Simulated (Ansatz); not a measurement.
Cl₃OTa (SMILES [O]=[Ta]([Cl])([Cl])[Cl]), singlet, at a GFN2-xTB geometry (such geometries of metal compounds can be far from the true shape) (core potentials on Ta); Ansatz (a quantum-chemistry and plane-wave program) with B3LYP/def2-TZVP.

Input for Ansatz:
Ansatz 0.2 input:
```yaml
crystal:
  periodic: [false, false, false]
  atoms:
    - {symbol: Ta, position_ang: [0.15665099, 0.08849969, -0.15002696]}
    - {symbol: O, position_ang: [1.28874592, 0.72807464, -1.23425093]}
    - {symbol: Cl, position_ang: [1.08693711, -0.91589593, 1.59030402]}
    - {symbol: Cl, position_ang: [-1.17072286, -1.42716546, -1.06863054]}
    - {symbol: Cl, position_ang: [-1.19536069, 1.62040996, 0.70338389]}
basis:
  gaussian:
    orbitals: def2-TZVP
    fitting: {mean_field: def2-universal-JKFIT}
hamiltonian:
  xc: b3lyp
```

Task: Write the output that Ansatz gives for this input, abridged.

Result: 
```
Functional definition: B3LYP
688 factors; integrals over basis functions are off by at most 8.8e-1 eV
mean field evaluation 1: about -41167.8047 eV, gradient 7.6e1 eV
mean field evaluation 2: about -41026.4845 eV, gradient 2.4e2 eV
mean field evaluation 4: about -41177.4121 eV, gradient 1.2e1 eV
mean field evaluation 8: about -41177.7204 eV, gradient 1.1e-1 eV
mean field evaluation 16: about -41177.7224 eV, gradient 3.4e-5 eV
mean field -41177.72238237 eV, -1513.2533862892 hartree, gradient 3.4e-5 eV, S^2 0.000000; 0 other end points of the search recorded, 0 dependent functions left out
reference -41177.72265698 eV, -1513.2533963811 hartree; 36, 36 occupied and 146, 146 virtual orbitals, 688 factors
Total energy: -41177.72265698 eV, -1513.2533963811 hartree
```
